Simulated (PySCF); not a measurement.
Species: C₂H₅BF₂O₂.
Numbering: `[BH2:1][O:2][CH2:3][O:4][CH:5]([F:6])[F:7]` (hydrogens: H8, H9 on B1; H10, H11 on C3; H12 on C5)

Jobs on this species (12 atoms, 56 electrons) with PySCF (density fitting). Hardware of each: one thread, Arm Neoverse V2 (aarch64), on a shared host. The host was shared with other jobs, so the times are rough. Peak memory is the resident size of the whole Python process, interpreter and libraries included.

```
                                                                 level and settings                                                          work  basis functions  SCF cycles  wall time  peak memory
      delta-SCF UKS HF, pcX-2 on the ionised atom, pcseg-1 elsewhere, spin-free X2C                                 ΔSCF core ionisation, 6 holes              154           ?          ?            ?
    delta-SCF UKS PBE0, pcX-2 on the ionised atom, pcseg-1 elsewhere, spin-free X2C                                 ΔSCF core ionisation, 6 holes              154          98       45 s     0.59 GiB
    delta-SCF UKS SCAN, pcX-1 on the ionised atom, pcseg-1 elsewhere, spin-free X2C                                 ΔSCF core ionisation, 6 holes              133         104       31 s     0.50 GiB
    delta-SCF UKS SCAN, pcX-2 on the ionised atom, pcseg-1 elsewhere, spin-free X2C                                 ΔSCF core ionisation, 6 holes              154         107       38 s     0.53 GiB
   delta-SCF UKS B3LYP, pcX-2 on the ionised atom, pcseg-1 elsewhere, spin-free X2C                                 ΔSCF core ionisation, 6 holes              154          98       47 s     0.63 GiB
                                                 PBE0-D3(BJ)/def2-SVP, grid level 1  geometry optimisation from a GFN2-xTB start shaken at random              123          79       63 s     0.51 GiB
     delta-SCF UKS PBE, pcX-2 on the ionised atom, pcseg-1 elsewhere, spin-free X2C                                 ΔSCF core ionisation, 6 holes              154         109       24 s     0.56 GiB
delta-SCF UKS SCAN, def2-TZVP on the ionised atom, pcseg-1 elsewhere, spin-free X2C                                 ΔSCF core ionisation, 6 holes              140         106       35 s     0.50 GiB
 delta-SCF UKS SCAN, pcX-2 on the ionised atom, pcseg-1 elsewhere, non-relativistic                                 ΔSCF core ionisation, 6 holes              154         107       37 s     0.56 GiB
```

Problem. Fill in the missing figures.

Solution. 
- delta-SCF UKS HF, pcX-2 on the ionised atom, pcseg-1 elsewhere, spin-free X2C; ΔSCF core ionisation, 6 holes: 29 s, 0.58 GiB, 94 SCF cycles

Problem. What do all jobs in the table cost together?

Solution. About 5.8 min; the longest takes about 18 % of that, and about 2.6 times as long as the shortest.
